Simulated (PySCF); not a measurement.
Isomers of C3H6FSi2 (doublet state), one GFN2-xTB conformer each. Single-point energies are computed at B3LYP/pcH-1 (PySCF, gas phase, no added dispersion term), electronic only. GFN2-xTB treats the open shell by occupation alone, and not every SCF solution was tested for stability.

```
                 SMILES  GFN2-xTB relative energy (kcal/mol)
C#C[SiH][C@@H](F)[SiH3]                                  0.0
  C#C[SiH2][C](F)[SiH3]                                  3.6
```

Conformers: `[CH:1]#[C:2][SiH:3][C@@H:4]([F:5])[SiH3:6]` (doublet state) with C2–Si3–C4–F5 167°; `[CH:1]#[C:2][SiH2:3][C:4]([F:5])[SiH3:6]` (doublet state) with C2–Si3–C4–F5 100°.

Question: What does B3LYP/pcH-1 give for the same structures?

Answer: 
| SMILES | B3LYP/pcH-1 E (Eh) | B3LYP/pcH-1 (kcal/mol) | GFN2-xTB (kcal/mol) | point group |
| --- | --- | --- | --- | --- |
| C#C[SiH][C@@H](F)[SiH3] | -796.66728 | 0.0 | 0.0 | C1 |
| C#C[SiH2][C](F)[SiH3] | -796.66625 | 0.6 | 3.6 | C1 |

Both levels put the same isomer lowest. Neighbours under 5.0 kcal/mol apart (C#C[SiH][C@@H](F)[SiH3] and C#C[SiH2][C](F)[SiH3]) can change places with a better method, another conformer or zero-point energy.
